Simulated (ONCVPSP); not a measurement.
Configuration tests for O (ONCV)

| Quantity | Value |
| --- | --- |
| Element | oxygen (O) |
| Generator | ONCVPSP 4.0.1 |
| Type | optimised norm-conserving Vanderbilt (ONCV) |
| Functional | PBE |
| Relativity | scalar-relativistic |
| Frozen core | [He] |
| Valence charge | 6 |
| Reference configuration | 2s1 2p5 |
| Partial waves | 2s: rc 0.90 bohr, ncon 3, nbas 7, qcut 6.2 1/bohr, 2 projectors, debl 2.1 Ha; 2p: rc 2.00 bohr, ncon 5, nbas 10, qcut 8.6 1/bohr, 1 projector; d scattering state at 0.05 Ha: rc 1.80 bohr, ncon 4, nbas 7, qcut 4.8 1/bohr, 2 projectors, debl 0.5 Ha |
| Local potential | polynomial inside 0.70 bohr (lpopt 5, dvloc0 0 Ha) |
| Core correction | polynomial model core, fcfact 0.45 |

Energies are relative to the spin-unpolarised reference configuration 2s1 2p5; without spin polarisation the order of configurations can differ from experiment.

(1) Give the all-electron excitation energy and the error of the potential for: 2s2 2p4; 2s2 2p3; 2s2 2p2; 2s2 2p3.5.

Levels in the configuration 2s2 2p2:

```json
{"level": "2s", "all-electron (eV)": "-58.346", "pseudo (eV)": "-57.931"}
{"level": "2p", "all-electron (eV)": "-43.242", "pseudo (eV)": "-42.275"}
```

Note: no bound ghost flagged; GHOST(+) flagged for d at 81.9 eV.

## Answers

(1)

```
valence configuration  charge  ΔE all-electron (eV)  error AE − PS (meV)
              2s2 2p4       0               -14.950                 -9.5
              2s2 2p3      +1                 1.481                 +166
              2s2 2p2      +2                35.067                 +759
            2s2 2p3.5    +0.5                -8.665                  +49
```
